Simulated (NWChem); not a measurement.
Species: NbF4 cation; SMILES [F][Nb+]([F])([F])[F]

```xyz
5

Nb     0.0002     0.0000     0.0000
F      1.1736     0.8413    -1.0531
F      0.8695    -1.1293     1.0783
F     -1.1583    -0.9128    -1.0092
F     -0.8849     1.2008     0.9839
```
Atoms are numbered in this order, from 1.

Structure relaxed at the PBE0/def2-SVP level. The spin multiplicity was typed, not searched, and may not be the lowest. def2 effective core potentials on Nb; no spin-orbit coupling.

Question: List the 6 lowest vertical singlet excitations from LDA (Slater exchange, VWN5)/def2-SVP with def2 effective core potentials on Nb, TDA (NWChem).

Answer: 
| state | energy (eV) | oscillator strength | leading excitation (squared amplitude) |
|---|---|---|---|
| S1 | 6.92 | 0.000 | HOMO → LUMO+1 (0.48) |
| S2 | 6.92 | 0.000 | HOMO−1 → LUMO (0.64) |
| S3 | 6.92 | 0.000 | HOMO−2 → LUMO+1 (0.48) |
| S4 | 7.07 | 0.000 | HOMO−3 → LUMO (0.47) |
| S5 | 7.07 | 0.000 | HOMO−4 → LUMO+1 (0.52) |
| S6 | 7.07 | 0.000 | HOMO−5 → LUMO (0.41) |
